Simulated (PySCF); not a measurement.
Positional isomers: benzothiophene boryl+boryl. Gas-phase values, no solvent. One relaxed conformer stands for each flexible species; it need not be the lowest. Strings in code marks are SMILES. All members: neutral, multiplicity 1. Level: B3LYP-D3(BJ)/def2-TZVP // PBE0-D4/def2-SVP (PySCF). B3LYP has the VWN-RPA correlation part, as in Gaussian. Delta-SCF ions had no search for a lower state.  The removal energy is E(N − 1 electrons) − E(N electrons) at the parent's geometry; ε(HOMO) is measured against the vacuum level.

```csv
species,−ε(HOMO) (eV),vertical ionisation energy (Delta-SCF) (eV)
"`Bc1ccc(B)c2sccc12` (H–B–C–C torsion 180°, C–C–B–H torsion 0°)",6.57,8.34
"`Bc1cc2cccc(B)c2s1` (H–B–C–S torsion 180°, C–C–B–H torsion 180°)",6.62,8.36
"`Bc1ccc2cc(B)sc2c1` (H–B–C–C torsion 0°, S–C–B–H torsion -180°)",6.62,8.35
"`Bc1cc(B)c2sccc2c1` (H–B–C–C torsion 180°, C–C–B–H torsion 0°)",6.62,8.38
"`Bc1ccc2sc(B)cc2c1` (H–B–C–C torsion 0°, S–C–B–H torsion -180°)",6.66,8.39
"`Bc1ccc2scc(B)c2c1` (H–B–C–C torsion 0°, C–C–B–H torsion 0°)",6.71,withheld
"`Bc1csc2c(B)cccc12` (H–B–C–C torsion -180°, C–C–B–H torsion 0°)",6.73,8.46
"`Bc1ccc2c(B)csc2c1` (H–B–C–C torsion -180°, C–C–B–H torsion -180°)",6.74,8.45
```

Fit vertical ionisation energy (Delta-SCF) = a + b·x to the 7 complete rows by least squares, with x = −ε(HOMO) in eV. Give a, b and the rms residual, and predict the withheld value.

Means of the 7 rows: x̄ = 6.6514, ȳ = 8.39 eV. Σ(x − x̄)² = 0.023686 and Σ(x − x̄)(y − ȳ) = 0.0174, so b = 0.735 and a = ȳ − b·x̄ = 3.501 eV. The rms residual is 0.011 eV. At x = 6.71 the line gives 8.43 eV. The run for `Bc1ccc2scc(B)c2c1` (H–B–C–C torsion 0°, C–C–B–H torsion 0°) gave 8.43 eV, so the line is off by 0.00 eV, within twice the rms residual.

Codes: PySCF.
